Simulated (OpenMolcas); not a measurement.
Levels of Sn by method

| Quantity | Value |
| --- | --- |
| Program | OpenMolcas 26.06 |
| Basis | ANO-RCC-VTZP [7s6p4d2f1g] |
| Scalar Hamiltonian | DKH2, point nucleus |
| Active space | 4 electrons in 4 orbitals (5s 5p) |
| State averaging | 2S+1 = 3 even, 3 roots; 2S+1 = 1 even, 6 roots; 2S+1 = 5 odd, 1 root; 2S+1 = 3 odd, 5 roots |
| Spin-orbit coupling | RASSI with atomic mean-field integrals over the reference wave functions, term energies averaged over their components |

Methods on the same reference wave functions:
A. CASSCF
B. SS-CASPT2, IPEA 0.25 Eh, imaginary shift 0.1 Eh (closed shells correlated: 4d)
C. XMS-CASPT2, IPEA 0.25 Eh, imaginary shift 0.1 Eh (closed shells correlated: 4d)

Energies in cm⁻¹ above 5s² 5p² ³P₀, the measured ground level; measured values from NIST Handbook of Basic Atomic Spectroscopic Data.

| Level | A | B | C | Measured |
| --- | --- | --- | --- | --- |
| 5s² 5p² ³P₀ | 0.0 | 0.0 | 0.0 | 0.0 |
| 5s² 5p² ³P₁ | 1450 | 1442 | 1429 | 1692 |
| 5s² 5p² ³P₂ | 3141 | 3030 | 3030 | 3428 |
| 5s² 5p² ¹D₂ | 10425 | 8490 | 8590 | 8613 |
| 5s² 5p² ¹S₀ | 17425 | 17700 | 18200 | 17162 |
| 5s 5p³ ⁵S°₂ | 28014 | 37900 | 38400 | 39626 |

Deviations, from unrounded energies. A percentage is the sum of absolute deviations over the sum of measured energies, with the sign that they share, or ± where signs differ.

```csv
Against measurement,Levels,A,B,C
mean absolute deviation (cm-1),5,2800,610,590
fine structure of the ground term (%),2,-10.3,-12.6,-13.0
other terms of the ground configuration (%),2,+8.1,±2.6,±4.1
other configurations (%),1,-29.3,-4.4,-3.1
```

B, C lie about equally close to measurement and A furthest from it. The largest miss of C in the table is 5s 5p³ ⁵S°₂, by -1200 cm-1. The ranking rests on the paired levels alone, and a cruder setting can come out closer through cancelling errors.

Between B and C the level of the table that moves most is 5s² 5p² ¹S₀, by 510 cm-1 (lowest in B, highest in C). Moves below CASPT2's spread within the term are not significant.

The mean deviations of B to C differ by less than CASPT2's widest spread within a term (260 cm-1), so their order carries little weight.

From A to B the spin-free energies of the other terms of 5s² 5p² shown, above ³P, scale by factors of 0.74 to 1.02.

The lowest spin-free term lies below A's lowest term by 0.464 hartree in B, 0.466 hartree in C.

Term energies are means over components that CASPT2 splits; among the terms shown or strongly mixed into the levels shown the widest spread is 260 cm-1 (5s² 5p² ¹D, B). Over all roots computed the reference weight is 0.86 to 0.93 in B, 0.86 to 0.93 in C; the roots of lowest weight are the least certain, and an intruder state may touch them. Terms of s pⁿ other than that of highest spin mix with s² pⁿ⁻² d, which this space lacks; all of them can be thousands of cm-1 off, and some have no real level of that name. Computed and measured levels are paired by configuration, term and J; levels that our copy of the source lacks, or whose pairing is in doubt (as where it misses far off the trend of its configuration), stay unpaired and out of the deviations. Only configurations of the active space appear. The table leaves out levels that lie high or whose names do not pair safely across all columns.

° marks odd parity.
